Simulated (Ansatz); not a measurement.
Input and output for CH$_{7}$BOSi (`CB[SiH2]O`).

```yaml
crystal:
  periodic: [false, false, false]
  atoms:
    - {symbol: C, position_ang: [-1.384279, 0.936966, -0.161329]}
    - {symbol: B, position_ang: [-0.308849, 0.369562, 0.803707]}
    - {symbol: Si, position_ang: [1.162884, -0.899784, 0.275289]}
    - {symbol: O, position_ang: [1.071243, -1.497659, -1.270124]}
    - {symbol: H, position_ang: [-1.543257, 0.375455, -1.083892]}
    - {symbol: H, position_ang: [-0.980737, 1.922593, -0.455442]}
    - {symbol: H, position_ang: [-2.344004, 1.155605, 0.313853]}
    - {symbol: H, position_ang: [-0.301295, 0.758777, 1.941998]}
    - {symbol: H, position_ang: [1.141118, -2.104580, 1.149157]}
    - {symbol: H, position_ang: [2.475178, -0.210610, 0.494677]}
    - {symbol: H, position_ang: [1.077398, -0.863327, -1.987193]}
basis:
  gaussian: {orbitals: pcseg-2, point_charges: [{charge: 0.50, position_ang: [5.042, 0.107, -0.543]}]}
hamiltonian: {xc: {name: BHLYP}}
accuracy: high
output: {forces: true}
```

```sh
$ ansatz run in.yaml --threads 2 --pin off --events-out ev --progress --plain --max-ram 4352MiB
```

It prints (some lines left out):

```
Functional definition: BHLYP
4090 factors; integrals over basis functions are off by at most 2.3e-8 eV
mean field evaluation 1: about -11745.5005 eV, gradient 6.1e1 eV
mean field evaluation 2: about -11744.6175 eV, gradient 6.5e1 eV
mean field evaluation 4: about -11752.4852 eV, gradient 2.2e0 eV
mean field evaluation 8: about -11752.6047 eV, gradient 8.0e-2 eV
mean field evaluation 16: about -11752.6047 eV, gradient 2.7e-5 eV
mean field -11752.60473992 eV, -431.9002579905 hartree, gradient 2.2e-8 eV, S^2 0.000000; 0 other end points of the search recorded, 0 dependent functions left out
reference -11752.60477274 eV, -431.9002591965 hartree; 20, 20 occupied and 202, 202 virtual orbitals, 4090 factors
Total energy: -11752.60477274 eV, -431.9002591965 hartree
Atom 0 at    -1.384279     0.936966    -0.161329 Å, force    -0.112439     0.117311    -0.152041 eV/Å
Atom 1 at    -0.308849     0.369562     0.803707 Å, force    -0.094183     0.247918     0.228957 eV/Å
Atom 2 at     1.162884    -0.899784     0.275289 Å, force    -0.244180    -0.514478    -0.066142 eV/Å
Atom 3 at     1.071243    -1.497659    -1.270124 Å, force     0.280930     0.718005     0.006247 eV/Å
Atom 4 at    -1.543257     0.375455    -1.083892 Å, force     0.012150     0.171148     0.281351 eV/Å
Atom 5 at    -0.980737     1.922593    -0.455442 Å, force    -0.109538    -0.247885     0.066835 eV/Å
Atom 6 at    -2.344004     1.155605     0.313853 Å, force     0.291870    -0.096335    -0.148384 eV/Å
Atom 7 at    -0.301295     0.758777     1.941998 Å, force     0.022835    -0.129574    -0.293411 eV/Å
Atom 8 at     1.141118    -2.104580     1.149157 Å, force     0.103236     0.272193    -0.178311 eV/Å
Atom 9 at     2.475178    -0.210610     0.494677 Å, force     0.046106    -0.057806    -0.127179 eV/Å
Atom 10 at     1.077398    -0.863327    -1.987193 Å, force    -0.116930    -0.441963     0.329398 eV/Å
Dipole moment:    -0.377746     0.390036    -0.113908 e Å
```

Run time 28 s (2 threads of an Arm Neoverse V2 on a shared host); peak host memory 1.4 GiB.
